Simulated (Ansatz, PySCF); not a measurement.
C$_{3}$H$_{8}$Si, charge +1, doublet, at a GFN2-xTB geometry (a state made from the parent by changing its charge; the spin is typed, not shown lowest). Base run: CCSD(T)/STO-3G (PySCF).

PySCF was given this input:
```python
from pyscf import gto, scf, cc

mol = gto.M(
    atom='''
C     1.05833802    0.47727651    0.97110393
C     0.96501957   -0.69868733    0.01191923
Si   -0.84211903   -0.37976868   -0.77270691
C    -0.31879072    0.99011582    0.58104385
H     1.86318259    1.16764572    0.73806192
H     1.13584709    0.18482051    2.01377110
H     1.68976193   -0.65965217   -0.79669617
H     0.94572194   -1.66504962    0.50831183
H    -1.87958013   -1.31092150   -0.34989867
H    -0.85038746    0.07979365   -2.15504985
H    -0.29912040    1.95664619    0.08499323
H    -1.04316039    0.95124873    1.39000123
''',
    basis='sto-3g',
    charge=1,
    spin=1,
    verbose=4,
)

mf = scf.UHF(mol)
mf.kernel()

mycc = cc.CCSD(mf)
mycc.kernel()
et = mycc.ccsd_t()
print('E(CCSD(T)) = %.10f' % (mycc.e_tot + et))
```

The same geometry, method and basis name were run in Ansatz (an electronic-structure program) and PySCF, at each program's defaults and at the settings that a row names. The base is PySCF at its defaults. Differences at the defaults can come from grids, fitting, cores and function types together.

```tsv
code and settings	ΔE vs base (µEh)	basis functions	E (Eh)	SCF cycles
PySCF, defaults (exact integrals, spherical functions, all electrons correlated)	0.0	32	-402.47930	12
Ansatz, defaults (factorised integrals, spherical functions, frozen core)	4737	32	-402.47456	-
PySCF, frozen core	4721	32	-402.47457	12
Ansatz, high accuracy, frozen core	4721	32	-402.47457	-
```

Open shells are given as the SCF converged; they aren't shown to be the lowest states, and a large step between rows can be another state.
